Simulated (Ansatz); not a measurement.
C₃H₆OSi, SMILES [SiH3]C(C=C)=O.

Geometry: ωB97X-D3(BJ)/def2-SVP. The values are those of a single conformer.

Two levels are set side by side: PBE/def2-SVPD (Ansatz, a quantum-chemistry and plane-wave program) and PBE0/def2-SVPD (Ansatz). Energy differences of separate SCF runs at the same geometry; the states with an electron removed or added have multiplicity 2 and 2. Differences are taken from unrounded values.

```csv
quantity,PBE0
vertical ionisation energy (eV),9.08
vertical electron affinity (eV),0.57
vertical singlet–triplet gap (eV),2.24
```

What does PBE give, and how far is it from PBE0? (An estimate is asked for; the answer gives what the named calculation found.)


| quantity | PBE | PBE minus PBE0 |
|---|---|---|
| vertical ionisation energy (eV) | 8.93 | -0.15 |
| vertical electron affinity (eV) | 0.62 | 0.05 |
| vertical singlet–triplet gap (eV) | 2.21 | -0.02 |
